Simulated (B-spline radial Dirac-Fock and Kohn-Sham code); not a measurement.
# Core and valence levels of Ba⁴⁹⁺

System: barium as Ba⁴⁹⁺, configuration [He] 2s2 2p3; nuclear rms radius 4.8378 fm (A = 138).

The computed values come from an atomic code on a B-spline grid: multi-electron Dirac-Fock with separately optimised hole states, Breit and Lamb-shift corrections added in first order. Correlation and solid-state effects are left out. Energies are counted from the vacuum level.

All terms are in eV, carry their sign (relaxation lowers the binding energy) and add up to the binding energy; ⟨r⟩ is the mean radius of the orbital in the initial state.

| subshell | −ε (Koopmans) | relaxation | Breit | self-energy | vacuum polarisation | binding energy | ⟨r⟩ (bohr) |
| --- | --- | --- | --- | --- | --- | --- | --- |
| K (1s) | 41903.4 | -13.20 | -81.36 | -55.55 | 8.03 | 41761.3 | 0.025 |
| L1 (2s) | 9715.1 | -1.32 | -8.55 | -7.75 | 1.03 | 9698.5 | 0.105 |
| L2,3 (2p) | 9229.5 | -1.75 | -9.85 | -0.25 | -0.02 | 9217.6 | 0.093 |

For the deepest level, K (1s), the Breit terms make up -0.195 % of the binding energy, QED -0.114 % and orbital relaxation -0.032 %.

Going to the tabulated ground configuration of the next ion removes an electron from L2,3 (2p), computed at 9217.6 eV. NIST lists 9077 ± 4 eV as the ionisation energy of this species (theoretical), -140.64 eV from the computed value. Where a p, d or f shell is open in either ion the computed value averages over both j values and all terms, while the table refers to the lowest levels; that difference holds spin-orbit splitting (largest in heavy or highly charged ions), term energies where several electrons share open shells, and correlation, and it can reach 10 % or more.
